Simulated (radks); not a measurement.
Values are calculated unless marked as measured or tabulated.
How relativity changes the ionisation of neutral selenium ([Ar] 3d10 4s2 4p4) to Se+ ([Ar] 3d10 4s2 4p3). Spin-unpolarised spherical Kohn-Sham, BLYP, point nucleus unless stated (finite: rms radius 4.14 fm), a radial shooting solver on a logarithmic mesh with Libxc functionals. A level marked "c x" has the speed of light scaled by that factor and shares open shells by 2j + 1; other Dirac levels either fill j = l - 1/2 first or share by 2j + 1.

level                               E(Se) (hartree)  E(Se+) (hartree)  IE (eV)   HOMO  <r> HOMO (bohr)
non-rel.                                -2401.56999       -2401.17568   10.730     4p            2.317
scalar-rel.                             -2430.38978       -2429.99640   10.705     4p            2.312
scalar-rel., finite nucleus             -2430.37214       -2429.97875   10.705     4p            2.312
Dirac, 2j+1 shares                      -2430.53757       -2430.14402   10.709  4p3/2            2.330
Dirac, low j first                      -2430.54686       -2430.16044   10.515  4p3/2            2.333
Dirac, 2j+1 shares, finite nucleus      -2430.51991       -2430.12636   10.709  4p3/2            2.330
Dirac, c x 0.75                         -2454.35348       -2453.96039   10.696  4p3/2            2.341
Dirac, c x 0.85                         -2442.14974       -2441.75644   10.702  4p3/2            2.335
Dirac, c x 5                            -2402.69540       -2402.30113   10.729  4p3/2            2.317

NIST Atomic Spectra Database: 9.752 eV (measured). The relativistic part of the total energy of Se is -28.95 hartree (Dirac, 2j+1 shares, finite nucleus), 1.2 % of the non-relativistic value. Spin polarisation and multiplet splitting of open shells are left out at every level.

Beside tabulated values, note that spin-unpolarised runs miss the spin-polarisation part of the exchange energy of open shells.
